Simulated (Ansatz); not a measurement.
C3H10AlN, SMILES `NCC[CH2][AlH2]`. The species carries charge 0 and has multiplicity 1. The structure was optimised at the PBE0-D4/def2-TZVP level. It is one conformer, not always the lowest.

```xyz
15

N    -0.151   -2.045    1.070
C     0.345   -0.876    0.397
C    -0.349    0.397    0.847
C     0.153    1.594    0.036
Al    0.061    1.030   -1.844
H    -1.135   -2.189    0.884
H     0.347   -2.883    0.802
H     1.421   -0.793    0.579
H     0.244   -0.950   -0.724
H    -0.201    0.516    1.925
H    -1.429    0.273    0.694
H    -0.453    2.481    0.243
H     1.180    1.844    0.323
H     1.322    1.033   -2.816
H    -1.355    0.569   -2.417
```

(1) What is the dipole moment at B3LYP/def2-TZVPP? (An estimate is asked.)

(2) And with PBE, r2SCAN, ωB97M-V? (Best estimate.)

(3) Give the Mulliken charges with B3LYP, PBE, r2SCAN in def2-TZVPP. (Estimate.)

Answers

(1) Computed: 0.88 D, with components (-0.07, -0.74, 0.48) D in this frame, pointing from negative to positive charge.

(2) Ansatz gave: PBE 1.12 D, r2SCAN 1.04 D, ωB97M-V 0.78 D.

(3) Ansatz gave: 
| atom | B3LYP | PBE | r2SCAN |
| --- | --- | --- | --- |
| N1 | -0.32 | -0.31 | -0.36 |
| C2 | -0.02 | -0.05 | 0.06 |
| C3 | -0.08 | -0.08 | 0.02 |
| C4 | -0.32 | -0.30 | -0.31 |
| Al5 | 0.42 | 0.33 | 0.47 |
| H6 | 0.13 | 0.14 | 0.14 |
| H7 | 0.13 | 0.14 | 0.14 |
| H8 | 0.09 | 0.09 | 0.05 |
| H9 | 0.02 | 0.04 | 0.00 |
| H10 | 0.07 | 0.06 | 0.02 |
| H11 | 0.06 | 0.06 | 0.02 |
| H12 | 0.07 | 0.07 | 0.05 |
| H13 | 0.07 | 0.07 | 0.05 |
| H14 | -0.15 | -0.13 | -0.17 |
| H15 | -0.16 | -0.14 | -0.18 |

B3LYP here is the variant with VWN-RPA as its local correlation; programs differ in this.
